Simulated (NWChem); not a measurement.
System: C2H3ClF2Si; SMILES ClC(=C)[SiH](F)F

Input file for NWChem:

```
start job
memory heap 200 mb stack 900 mb global 1100 mb
geometry units angstroms
  C     -1.793330    -0.610453    -0.783378
  C     -0.860913     0.108878    -0.175983
  Cl    -1.336433     1.420442     0.867157
  Si     1.001491    -0.139629    -0.326227
  F      1.254664    -1.296227    -1.398846
  F      1.572979    -0.787124     1.014940
  H     -1.508647    -1.419461    -1.433645
  H     -2.847159    -0.427243    -0.654916
  H      1.787988     1.020491    -0.654538
end
basis spherical
  * library def2-svp
end
dft
  xc pbe0
  iterations 150
end
driver
  maxiter 120
end
task dft optimize
task dft freq
```

Output (shortened):

```
             Northwest Computational Chemistry Package (NWChem) 7.3.0
             --------------------------------------------------------

 C1  symmetry detected

                             Geometry "geometry" -> ""
                             -------------------------

 Output coordinates in angstroms (scale by  1.889725989 to convert to a.u.)

  No.       Tag          Charge          X              Y              Z
 ---- ---------------- ---------- -------------- -------------- --------------
    1 C                    6.0000    -1.75031261    -0.83914461    -0.53610577
    2 C                    6.0000    -0.51803048    -0.67516674    -0.07745639
    3 Cl                  17.0000     0.50573687    -2.06744732     0.14144008
    4 Si                  14.0000     0.28057363     0.96782881     0.38695157
    5 F                    9.0000    -0.82678554     2.10922603     0.23432435
    6 F                    9.0000     1.35258891     1.38249941    -0.71912653
    7 H                    1.0000    -2.39159537     0.01484571    -0.66968147
    8 H                    1.0000    -2.15341558    -1.80467155    -0.79279559
    9 H                    1.0000     0.89728161     1.04716608     1.68526622

 Effective nuclear repulsion energy (a.u.)     361.9435333195

                                Z-matrix (autoz)
                                --------

 Units are Angstrom for bonds and degrees for angles

[...]

      ----------------------
      Optimization converged
      ----------------------

  Step       Energy      Delta E   Gmax     Grms     Xrms     Xmax
  ---- ---------------- -------- -------- -------- -------- --------
@   11   -1026.48859889 -3.4D-08  0.00007  0.00002  0.00079  0.00176
                                     ok       ok       ok       ok

                                Z-matrix (autoz)
                                --------

 Units are Angstrom for bonds and degrees for angles

[...]

 Rotational Constants
 --------------------
 A=   0.121419 cm-1  (  0.174691 K)
 B=   0.051712 cm-1  (  0.074400 K)
 C=   0.039869 cm-1  (  0.057362 K)

 Temperature                      =   298.15K
 frequency scaling parameter      =   1.0000

 Zero-Point correction to Energy  =   30.478 kcal/mol  (  0.048570 au)
 Thermal correction to Energy     =   34.921 kcal/mol  (  0.055649 au)
 Thermal correction to Enthalpy   =   35.513 kcal/mol  (  0.056593 au)

 Total Entropy                    =   85.351 cal/mol-K
   - Translational                =   40.435 cal/mol-K (mol. weight = 127.9661)
   - Rotational                   =   28.244 cal/mol-K (symmetry #  =        1)
   - Vibrational                  =   16.672 cal/mol-K

 Cv (constant volume heat capacity) =   23.445 cal/mol-K
   - Translational                  =    2.979 cal/mol-K
   - Rotational                     =    2.979 cal/mol-K
   - Vibrational                    =   17.486 cal/mol-K

[normal modes left out]

 ----------------------------------------------------------------------------
 Normal Eigenvalue ||           Projected Infra Red Intensities
  Mode   [cm**-1]  || [atomic units] [(debye/angs)**2] [(KM/mol)] [arbitrary]
 ------ ---------- || -------------- ----------------- ---------- -----------
    1       -0.000 ||    0.000119           0.003         0.116       0.035
    2       -0.000 ||    0.000027           0.001         0.026       0.008
    3       -0.000 ||    0.000158           0.004         0.154       0.046
    4        0.000 ||    0.000009           0.000         0.009       0.003
    5        0.000 ||    0.000035           0.001         0.034       0.010
    6        0.000 ||    0.000725           0.017         0.707       0.213
    7       54.929 ||    0.001566           0.036         1.527       0.460
    8      119.836 ||    0.001354           0.031         1.320       0.398
    9      190.197 ||    0.009004           0.208         8.778       2.647
   10      243.326 ||    0.002275           0.052         2.218       0.669
   11      326.208 ||    0.018248           0.421        17.789       5.364
   12      352.429 ||    0.007867           0.181         7.669       2.313
   13      467.492 ||    0.046574           1.075        45.403      13.691
   14      588.653 ||    0.045570           1.051        44.424      13.396
   15      723.469 ||    0.006486           0.150         6.323       1.907
   16      795.112 ||    0.057974           1.338        56.516      17.042
   17      817.826 ||    0.044517           1.027        43.397      13.086
   18      844.392 ||    0.031783           0.733        30.984       9.343
   19      900.840 ||    0.229451           5.294       223.680      67.450
   20      957.091 ||    0.028573           0.659        27.854       8.399
   21      977.243 ||    0.205166           4.733       200.006      60.311
   22     1125.428 ||    0.038012           0.877        37.056      11.174
   23     1383.384 ||    0.020811           0.480        20.288       6.118
   24     1686.950 ||    0.020159           0.465        19.652       5.926
   25     2335.264 ||    0.100340           2.315        97.816      29.496
   26     3165.103 ||    0.000717           0.017         0.699       0.211
   27     3274.588 ||    0.000963           0.022         0.938       0.283
 ----------------------------------------------------------------------------
```

Level: PBE0/def2-SVP.
